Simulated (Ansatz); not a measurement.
Calculated with Ansatz (gas phase, PBE0-D4/def2-TZVP geometries, no zero-point term in ΔE). CCSD(T)/CBS adds triple-zeta CCSD(T) − MP2 to the extrapolated MP2 energy (def2 sets, frozen cores). DFT in def2-TZVPP. B3LYP here is the variant with VWN-RPA as its local correlation; programs differ in this. Each species was taken in one conformer, which may not be the lowest.

Consider the redistribution: `[CH3][Al]([F])[CH2]F` + `CBO` → `[CH3][Al]([OH])[F]` + `CBCF`.

| level | ΔE (kJ/mol) | difference from CCSD(T)/CBS |
| --- | --- | --- |
| PBE-D4 | -12.9 | 9.5 |
| r2SCAN-D4 | -22.2 | 0.2 |
| PBE0-D4 | -17.4 | 5.0 |
| B3LYP-D4 | -19.0 | 3.4 |
| ωB97X-V | -20.1 | 2.3 |
| ωB97M-V | -18.7 | 3.7 |
| B2PLYP | -21.1 | 1.3 |
| PBE | -12.5 | 9.9 |
| r2SCAN | -22.2 | 0.2 |
| PBE0 | -17.1 | 5.3 |
| B3LYP | -18.4 | 4.0 |
| HF/def2-TZVPP | -27.6 | -5.2 |
| MP2/def2-TZVPP | -24.8 | -2.4 |
| SCS-MP2/def2-TZVPP | -24.0 | -1.6 |
| CCSD/def2-TZVPP | -23.2 | -0.8 |
| CCSD(T)/def2-TZVPP | -21.1 | 1.3 |
| HF/def2-QZVPP | -28.2 | -5.8 |
| MP2/def2-QZVPP | -25.7 | -3.3 |
| SCS-MP2/def2-QZVPP | -24.9 | -2.5 |
| HF/CBS(def2) | -28.3 | -5.9 |
| MP2/CBS(def2) | -26.1 | -3.7 |
| CCSD/CBS(def2) | -24.5 | -2.1 |
| CCSD(T)/CBS | -22.4 | 0 |

Largest T1 diagnostic among the species: 0.012.

From PBE to PBE0 (25 % exact exchange), in def2-TZVPP and without D4, ΔE moves by −4.6 kJ/mol.
